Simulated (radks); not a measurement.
Charge is removed step by step from the 2p3/2 level of neutral thulium, starting from [He] 2s2 2p(1/2: 2, 3/2: 4) 3s2 3p6 3d10 4s2 4p6 4d10 4f13 5s2 5p6 6s2. Method: Dirac Kohn-Sham, LDA (Slater exchange, Perdew-Wang correlation), spin-unpolarised, spherical densities, point nucleus; open shells fill j = l - 1/2 first; computed with a radial shooting solver on a logarithmic mesh with Libxc functionals.

removed (e)  E - E(0) (eV)  eigenvalue (eV)  E minus straight line (eV)
0                    0.000          -8533.8                       0.000
0.25                2139.6          -8583.3                     -18.715
0.5                 4291.7          -8633.1                     -25.016
0.75                6456.2          -8683.3                     -18.807
1                   8633.4          -8733.9                       0.000

Removing the whole electron costs 8633.4 eV by Delta-SCF, against 8533.8 eV from minus the eigenvalue at the starting occupation. Slater's transition state (half an electron removed) gives 8633.1 eV. Integrating minus the eigenvalue over the occupation (Janak's theorem) gives 8633.4 eV. The mean slope of the eigenvalue, de/dn, is 200 eV per electron.
